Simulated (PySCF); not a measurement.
```xyz
8

C      1.1236     0.3241     0.2510
C     -0.0473    -0.3082     0.3181
N     -1.0618    -0.2679    -0.6176
H      1.8750     0.1595     1.0094
H      1.3666     0.9996    -0.5623
H     -0.2505    -0.9802     1.1473
H     -1.9918    -0.4147    -0.2633
H     -1.0137     0.4878    -1.2826
```

Charge 0, multiplicity 1.

Give the Mulliken and meta-Löwdin atomic charges from ωB97X-D3(BJ)/def2-TZVP // PBE0-D3(BJ)/def2-TZVP in PySCF.


```json
[
 {"atom": "C1", "Mulliken (e)": "-0.36", "meta-Löwdin (e)": "-0.37"},
 {"atom": "C2", "Mulliken (e)": "0.02", "meta-Löwdin (e)": "0.02"},
 {"atom": "N3", "Mulliken (e)": "-0.45", "meta-Löwdin (e)": "-0.45"},
 {"atom": "H4", "Mulliken (e)": "0.12", "meta-Löwdin (e)": "0.12"},
 {"atom": "H5", "Mulliken (e)": "0.10", "meta-Löwdin (e)": "0.10"},
 {"atom": "H6", "Mulliken (e)": "0.11", "meta-Löwdin (e)": "0.11"},
 {"atom": "H7", "Mulliken (e)": "0.23", "meta-Löwdin (e)": "0.23"},
 {"atom": "H8", "Mulliken (e)": "0.22", "meta-Löwdin (e)": "0.23"}
]
```
